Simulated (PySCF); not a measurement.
3-methylthiophene (C5H6S), SMILES Cc1ccsc1. Atoms are numbered in the order given.

```xyz
12

C     -0.2010     2.4839     0.0000
C     -0.0244     0.9909     0.0000
C      1.2520     0.3295     0.0000
C      1.1531    -1.0469     0.0000
S     -0.5000    -1.5632     0.0000
C     -1.0639     0.0749     0.0000
H     -1.2711     2.7668     0.0000
H      0.2717     2.9465    -0.8918
H      0.2717     2.9465     0.8918
H      2.2132     0.8634     0.0000
H      1.9604    -1.7893     0.0000
H     -2.1412     0.2832     0.0000
```

Geometry: PBE-D3(BJ)/def2-SVP.

Computed with PBE-D3(BJ)/def2-SVP in PySCF 2.14.0.

Frequencies are harmonic and unscaled.

```json
[
 {"mode": "1", "ν (cm⁻¹)": "102", "IR (km/mol)": "0.3", "moving atoms (share of kinetic energy)": "H 94 %"},
 {"mode": "2", "ν (cm⁻¹)": "229", "IR (km/mol)": "3.4", "moving atoms (share of kinetic energy)": "C 66 %, H 25 %, S 9 %"},
 {"mode": "3", "ν (cm⁻¹)": "314", "IR (km/mol)": "0.9", "moving atoms (share of kinetic energy)": "C 60 %, H 33 %"},
 {"mode": "4", "ν (cm⁻¹)": "455", "IR (km/mol)": "0.1", "moving atoms (share of kinetic energy)": "C 71 %, H 15 %, S 14 %"},
 {"mode": "5", "ν (cm⁻¹)": "538", "IR (km/mol)": "0.2", "moving atoms (share of kinetic energy)": "C 49 %, S 41 %, H 10 %"},
 {"mode": "6", "ν (cm⁻¹)": "592", "IR (km/mol)": "11.1", "moving atoms (share of kinetic energy)": "C 70 %, H 30 %"},
 {"mode": "7", "ν (cm⁻¹)": "653", "IR (km/mol)": "2.8", "moving atoms (share of kinetic energy)": "H 80 %, C 20 %"},
 {"mode": "8", "ν (cm⁻¹)": "655", "IR (km/mol)": "0.4", "moving atoms (share of kinetic energy)": "C 64 %, S 25 %, H 11 %"},
 {"mode": "9", "ν (cm⁻¹)": "740", "IR (km/mol)": "62.2", "moving atoms (share of kinetic energy)": "H 82 %, C 18 %"},
 {"mode": "10", "ν (cm⁻¹)": "823", "IR (km/mol)": "5.0", "moving atoms (share of kinetic energy)": "C 65 %, S 21 %, H 14 %"},
 {"mode": "11", "ν (cm⁻¹)": "855", "IR (km/mol)": "12.8", "moving atoms (share of kinetic energy)": "C 70 %, H 20 %, S 10 %"},
 {"mode": "12", "ν (cm⁻¹)": "858", "IR (km/mol)": "0.0", "moving atoms (share of kinetic energy)": "H 77 %, C 23 %"},
 {"mode": "13", "ν (cm⁻¹)": "925", "IR (km/mol)": "2.1", "moving atoms (share of kinetic energy)": "C 68 %, H 32 %"},
 {"mode": "14", "ν (cm⁻¹)": "966", "IR (km/mol)": "9.9", "moving atoms (share of kinetic energy)": "H 68 %, C 32 %"},
 {"mode": "15", "ν (cm⁻¹)": "1006", "IR (km/mol)": "3.9", "moving atoms (share of kinetic energy)": "H 63 %, C 37 %"},
 {"mode": "16", "ν (cm⁻¹)": "1050", "IR (km/mol)": "4.6", "moving atoms (share of kinetic energy)": "H 90 %, C 9 %"},
 {"mode": "17", "ν (cm⁻¹)": "1135", "IR (km/mol)": "2.6", "moving atoms (share of kinetic energy)": "H 65 %, C 34 %"},
 {"mode": "18", "ν (cm⁻¹)": "1202", "IR (km/mol)": "2.2", "moving atoms (share of kinetic energy)": "H 63 %, C 37 %"},
 {"mode": "19", "ν (cm⁻¹)": "1339", "IR (km/mol)": "0.3", "moving atoms (share of kinetic energy)": "H 77 %, C 22 %"},
 {"mode": "20", "ν (cm⁻¹)": "1381", "IR (km/mol)": "6.8", "moving atoms (share of kinetic energy)": "C 63 %, H 37 %"},
 {"mode": "21", "ν (cm⁻¹)": "1403", "IR (km/mol)": "7.0", "moving atoms (share of kinetic energy)": "H 97 %"},
 {"mode": "22", "ν (cm⁻¹)": "1411", "IR (km/mol)": "2.2", "moving atoms (share of kinetic energy)": "H 59 %, C 41 %"},
 {"mode": "23", "ν (cm⁻¹)": "1446", "IR (km/mol)": "7.5", "moving atoms (share of kinetic energy)": "C 79 %, H 21 %"},
 {"mode": "24", "ν (cm⁻¹)": "1557", "IR (km/mol)": "4.5", "moving atoms (share of kinetic energy)": "C 91 %, H 9 %"},
 {"mode": "25", "ν (cm⁻¹)": "2967", "IR (km/mol)": "28.5", "moving atoms (share of kinetic energy)": "H 97 %"},
 {"mode": "26", "ν (cm⁻¹)": "3038", "IR (km/mol)": "10.7", "moving atoms (share of kinetic energy)": "H 91 %, C 9 %"},
 {"mode": "27", "ν (cm⁻¹)": "3076", "IR (km/mol)": "9.2", "moving atoms (share of kinetic energy)": "H 91 %, C 9 %"},
 {"mode": "28", "ν (cm⁻¹)": "3138", "IR (km/mol)": "3.1", "moving atoms (share of kinetic energy)": "H 92 %, C 8 %"},
 {"mode": "29", "ν (cm⁻¹)": "3179", "IR (km/mol)": "0.5", "moving atoms (share of kinetic energy)": "H 91 %, C 9 %"},
 {"mode": "30", "ν (cm⁻¹)": "3188", "IR (km/mol)": "0.4", "moving atoms (share of kinetic energy)": "H 91 %, C 9 %"}
]
```
